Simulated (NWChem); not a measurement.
C₃H₆OSi; SMILES [SiH3]C1=CCO1

```xyz
11

Si     0.0228    -1.8012     0.0000
C     -0.1150     0.0673     0.0000
C     -1.0576     1.0311     0.0000
C      0.0615     2.0404     0.0000
O      1.0093     0.9161     0.0000
H      0.7516    -2.2686    -1.2082
H      0.7516    -2.2686     1.2082
H     -1.3567    -2.3540     0.0000
H     -2.1365     1.0716     0.0000
H      0.1906     2.6525    -0.8987
H      0.1906     2.6525     0.8987
```
Atoms are numbered in this order, from 1.

Coordinates come from a B3LYP/6-31G* (spherical d) optimisation. B3LYP is NWChem's, with the RPA form of VWN correlation.

### Question
Give the principal values of the shielding tensors (ppm) of Si1, C2, C3, C4, O5 from B3LYP/6-31G* (spherical d), GIAO (NWChem), with their diamagnetic and paramagnetic parts as GIAO splits them.

### Answer
```csv
atom,σ11,σ22,σ33,isotropic,diamagnetic,paramagnetic
Si1,457.1,473.9,490.0,473.7,883.6,-409.9
C2,-53.2,48.3,86.4,27.2,249.4,-222.3
C3,-33.4,82.7,156.1,68.5,254.5,-186.1
C4,76.8,96.9,157.5,110.4,249.3,-138.9
O5,74.7,151.3,282.5,169.5,389.0,-219.5
```
